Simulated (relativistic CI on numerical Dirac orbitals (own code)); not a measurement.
## What each ingredient does to the levels of Tl69+

Base calculation: Dirac-Coulomb-Breit CI, KLI orbitals optimised for each configuration, model QED, unscaled Slater integrals.

Configuration list (outside the closed core [Ne]): 3s2, 3s 3p, 3p2, 3s 3d, 3d2, 3p 3d, 3p 4s, 3d 4s, 3s 4s, 3s 4p, 3s 4d, 3s 4f, 3s 5s, 3s 5p, 3s 5d, 4s2, 3s 5f, 3s 5g, 3s 6s, 3s 6p, 3s 6d. Levels of other configurations are missing.

Variants: (1) Breit term removed. Shifts of the energy above 3s2 1S_0, in eV, for the lowest level and the first level of each name with at least 55 % of one term (blank where a level changes its place among those of its configuration and J or its character, or is not in the variant):

```csv
Level,Base,Δ(1)
3s2 1S_0,0.00,0.00
3s 3p 3P°_0,161.85,-5.95
3s 3p 3P°_1,180.13,-5.41
3p2 3P_0,385.99,-12.02
3s 3p 3P°_2,731.04,+0.56
3s 3p 1P°_1,773.26,+0.23
3p2 3P_1,938.76,-5.80
3s 3d 3D_1,970.95,+1.98
3s 3d 3D_2,988.15,+1.45
3s 3d 3D_3,1097.32,+5.74
3s 3d 1D_2,1116.73,+4.99
3p 3d 3F°_2,1144.93,-3.41
3p2 3P_2,1515.67,+0.64
3p2 1S_0,1537.74,-0.19
3p 3d 3P°_0,1741.06,+1.26
3p 3d 3P°_1,1741.56,+2.15
3p 3d 3F°_4,1842.81,+6.12
3p 3d 3D°_3,1876.67,+5.82
3p 3d 1P°_1,1891.44,+4.69
3d2 3F_2,1957.67,+4.06
3d2 3P_0,1988.40,+2.56
3d2 3F_3,2079.10,+7.47
```

At this charge energies of transitions that change n are usually good to better than 1 %, and those within a shell (Δn = 0) to a few per cent.

Ionisation energy from the two ground configurations alone: base 8729.83 eV; Breit term removed 8738.62 eV. The NIST ASD value (theoretical) is 8730 eV.

LS names give the leading component of a level, which can be under half, so a name can repeat, a term be missing and a line seem to break the LS rules.
